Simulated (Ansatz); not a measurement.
Stretching the B1–Br4 bond in BBrH2 (SMILES BBr) (multiplicity 1 held, fragments rigid). Energies count from the point at 1.903 Å.
Geometry at that point (charge 0, multiplicity 1):
```
atom    x (Å)    y (Å)    z (Å)
----  -------  -------  -------
B     -0.8490  -1.2912   0.2112
H     -0.4717  -2.0737   1.0149
H     -1.8265  -1.4215  -0.4431
Br     0.1869   0.2843  -0.0465
```

Signs of static correlation in cc-pVTZ, with CASSCF(6,4), from Ansatz (a quantum-chemistry and plane-wave program) runs.

| R (Å) | T1 of restricted CCSD | ⟨S²⟩ of UHF | largest double amplitude of restricted CCSD | weight of the CASSCF reference in MRCISD | CASSCF natural occupations |
|---|---|---|---|---|---|
| 1.522 | 0.011 | 0.000 | 0.047 | 0.908 | 2.00 1.99 1.99 0.02 |
| 1.713 | 0.013 | 0.000 | 0.043 | 0.906 | 2.00 2.00 1.99 0.01 |
| 1.903 | 0.014 | 0.000 | 0.036 | 0.905 | 2.00 2.00 1.98 0.02 |
| 2.093 | 0.015 | 0.000 | 0.037 | 0.904 | 2.00 2.00 1.97 0.03 |
| 2.284 | 0.016 | 0.000 | 0.065 | 0.904 | 2.00 2.00 1.96 0.04 |
| 2.569 | 0.019 | 0.000 | 0.110 | 0.904 | 2.00 2.00 1.93 0.07 |
| 2.855 | (withheld) | 0.388 | (withheld) | 0.904 | 2.00 2.00 1.87 0.13 |
| 3.330 | 0.048 | 0.846 | 0.251 | 0.905 | 2.00 2.00 1.70 0.30 |
| 3.806 | 0.086 | 0.968 | 0.400 | 0.907 | 2.00 2.00 1.45 0.55 |
| 4.377 | 0.140 | 1.003 | 0.667 | 0.908 | 2.00 2.00 1.21 0.79 |
| 5.138 | 0.190 | 1.011 | 0.996 | 0.908 | 2.00 2.00 1.07 0.93 |
| 6.090 | 0.207 | 1.012 | 1.167 | 0.908 | 2.00 2.00 1.02 0.98 |

Q: Some entries are withheld; supply them.

A: 
- 2.855, T1 of restricted CCSD: 0.026
- 2.855, largest double amplitude of restricted CCSD: 0.156

Doubts at one or more of the structures used: active orbitals that take no part (SC-NEVPT2 on CASSCF(6,4)/cc-pVTZ); a restricted determinant that unrestricted orbitals would lower (R-CCSD(T)/cc-pVTZ); other coupled-cluster roots lie near (R-CCSD(T)/cc-pVTZ); T1 above 0.05 (R-CCSD(T)/cc-pVTZ, U-CCSD(T)/cc-pVTZ); a spin-contaminated determinant (U-CCSD(T)/cc-pVTZ); the program's own flag: other amplitudes (U-CCSD(T)/cc-pVTZ).
